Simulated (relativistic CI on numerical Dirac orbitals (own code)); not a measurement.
## Xe VIII: sensitivity of the levels to the model

Base calculation: Dirac-Coulomb-Breit CI, KLI orbitals optimised for each configuration, a model potential for QED, unscaled Slater integrals.

Configurations in the expansion (outside the closed core [Kr]): 4d¹⁰5s, 4d¹⁰5p, 4d¹⁰5d, 4d¹⁰4f, 4d¹⁰5f, 4d¹⁰5g, 4d¹⁰6s, 4d⁹5s4f, 4d⁹5s², 4d¹⁰6p, 4d¹⁰6d, 4d⁹5s5p, 4d¹⁰7s, 4d¹⁰7p, 4d¹⁰6f, 4d¹⁰7d, 4d¹⁰8s, 4d¹⁰9s, 4d⁹5s5d, 4d⁹5s6s, 4d⁹5s6p. Double excitations out of closed p, d and f shells are left out; levels of such configurations are missing from the list, as are those of other unlisted configurations, and high levels can miss mixing partners.

Variants: (1) valence Slater integrals scaled by 0.9; (2) QED terms removed; (3) one mean potential for all configurations. Shifts of the energy above 4d¹⁰5s ²S1/2, in cm⁻¹, for the lowest level and the first level of each name with at least 55 % of one term (blank where a level changes its place among those of its configuration and J or its character, or is not in the variant):

```tsv
Level	Base	Δ(1)	Δ(2)	Δ(3)	Measured
4d¹⁰5s ²S1/2	0	0	0	0	0
4d¹⁰5p ²P°1/2	111056	+680	+398	+21	116467
4d¹⁰5p ²P°3/2	129145	+651	+368	+5	135052
4d¹⁰4f ²F°5/2	263201	+41	+422	+1742	265161
4d¹⁰4f ²F°7/2	263541	+42	+416	+1697	265711
4d¹⁰5d ²D3/2	303849	+28	+407	+193	309888
4d¹⁰5d ²D5/2	306628	+31	+399	+204	312816
4d¹⁰6s ²S1/2	386474	+51	+239	+529	395497
4d¹⁰6p ²P°1/2	433317	+145	+393	+707	443378
4d¹⁰6p ²P°3/2	440449	+160	+380	+737	450773
4d⁹5s² ²D5/2	441731	+65	-508	+5681	
4d⁹5s² ²D3/2	457823	+44	-555	+5990	
4d¹⁰5f ²F°5/2	489334	+5	+399	+690	497579
4d¹⁰5f ²F°7/2	489723	+5	+397	+673	498018
```

At this charge configurations can still be misplaced by up to about 7 % of their energy. Levels and lines within the n = 5 or 6 shells can be off by up to 10 % or somewhat more, and those that change n by about 2 %, since core polarisation is missing. 24 of the 39 excited levels that our extract of the measured tables holds in this range could be paired (the sources list more); they are missed by 20602 cm⁻¹ on average and 147618 at most, and levels without a partner can miss by more.

Measured levels: Saloman, J. Phys. Chem. Ref. Data 33, 765 (2004).

Ionisation energy from the two ground configurations alone: base 104.122 eV; QED terms removed 104.171 eV. The NIST ASD value (measured) is 105.978 eV.

LS names give the leading component of a level, which can be under half, so a name can repeat, a term be missing and a line seem to break the LS rules.
